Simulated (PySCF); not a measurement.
**4-fluoroaniline: proton affinities at several levels**

Structure: `Nc1ccc(F)cc1` (C6H6FN). Non-hydrogen atoms are numbered in `[NH2:1][c:2]1[cH:3][cH:4][c:5]([F:6])[cH:7][cH:8]1`. These are map numbers, not IUPAC locants.

All levels share the PBE0-D3(BJ)/def2-SVP structures and the PBE0-D3(BJ)/def2-SVP thermal terms; only the single-point energies (PySCF) change. Values are proton affinities (298 K, kJ/mol).

Measured (NIST Chemistry WebBook): proton affinity (−ΔH) 872 kJ/mol.

| level | N1 | C3 | C5 | C4 | time |
| --- | --- | --- | --- | --- | --- |
| PBE/def2-TZVPP | 868 | 850 | 823 | 796 | 7.8 min |
| ωB97X-D3(BJ)/def2-TZVP | 881 | 857 | 842 | 785 | – |
| ωB97X-D3(BJ)/cc-pVDZ | 890 | 864 | 845 | 791 | 77 s |
| TPSSh-D3(BJ)/6-31G (grid 3, damp 0.5) | 894 | 873 | 849 | 806 | 100 s |

Times are wall times for all single points of a level on 1 thread of Arm Neoverse N1, a shared host; the dash marks the run that also made the structures. PBE ran on a slower path of this set-up, which computes the density-fitting integrals anew in every SCF cycle while the other levels store them. So the times needn't show the usual order of cost, and those levels read slower than they are.

The widest spread is that of C5: 26 kJ/mol, from 823 to 849.
